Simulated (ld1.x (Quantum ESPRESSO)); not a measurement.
## niobium: one change to a TM potential, before and after

Nb, norm-conserving Troullier–Martins (Kleinman–Bylander form), made with ld1.x (Quantum ESPRESSO) 7.5 (Wu–Cohen, scalar-relativistic). Core [Kr], reference 4d4 5s0 5p0 (charge +1). Waves: 5s (bound, empty): rc 2.20 bohr; 5p (bound, empty): rc 3.50 bohr; 4d (bound): rc 2.25 bohr. Local part: the d channel. Core correction: a·sin(br)/r model core inside 1.05 bohr.

Change: wave 4d (bound): rc 2.25 bohr becomes 4d (bound): rc 1.46 bohr.

Cutoffs: the cutoffs (Ry, on a coarse ladder) from which the occupation-weighted sum of valence levels, in a spherical-Bessel basis at the reference potential, stays within 10 and 1 mRy of its value at 400 Ry; they do not see the model core or the augmentation charge, which bear on the density cutoff. Errors are all-electron minus pseudo energies relative to the spin-unpolarised reference configuration.

**Question.** How do hardness, ghosts and transferability respond?

**Answer.** The potential gets harder (30 Ry and 40 Ry → 40 Ry and 50 Ry); both files keep a bound ghost (p, s); of the 7 tests that both files solve, the error grows in 0 and shrinks in 1 by more than 15 % and 0.3 meV (median size 72.5 → 71.3 meV). A smaller radius makes the pseudo-wave follow the all-electron one further in, where it bends more sharply, so more plane waves are needed.

```csv
quantity,base,changed
"cutoff, loose",30 Ry,40 Ry
"cutoff, tight",40 Ry,50 Ry
bound ghosts,"s, p","s, p"
"error for 4d4 5s1 5p0, meV [ΔE -6.64 eV]",-6.6,-7.0
"error for 4d3 5s0 5p0, meV [ΔE 14.02 eV]",-92,-90
"error for 4d2 5s0 5p0, meV [ΔE 38.71 eV]",-573,-578
"error for 4d3 5s1 5p1, meV [ΔE -3.81 eV]",-123,-125
"error for 4d4.5 5s0.5 5p0, meV [ΔE -6.07 eV]",-4.4,-3.4
"error for 4d3 5s1 5p0, meV [ΔE 0.40 eV]",-72,-71
"error for 4d4 5s0.5 5p0, meV [ΔE -3.98 eV]",-1.6,-1.7
s: phases at 3.78 bohr within 0.05 rad from the reference energy up to (Ry; the scan ends near 5),1.1,0.8
p: phases at 3.78 bohr within 0.05 rad from the reference energy up to (Ry; the scan ends near 5),n/a,n/a
d: phases at 3.78 bohr within 0.05 rad from the reference energy up to (Ry; the scan ends near 5),3.5,3.8
```

Base: These tests converged, but a pseudo level misses the all-electron one widely, so the file describes the atom poorly there or has found another state: 4d3 5s0 5p0: empty 5p by 2.8 eV (a node warning on the way). Changed file: These tests converged, but a pseudo level misses the all-electron one widely, so the file describes the atom poorly there or has found another state: 4d3 5s0 5p0: empty 5p by 2.5 eV (a node warning on the way). A true bound ghost makes a file unfit for plane-wave use even where its test errors are small: the radial tests pick states by their node count and pass the ghost by.
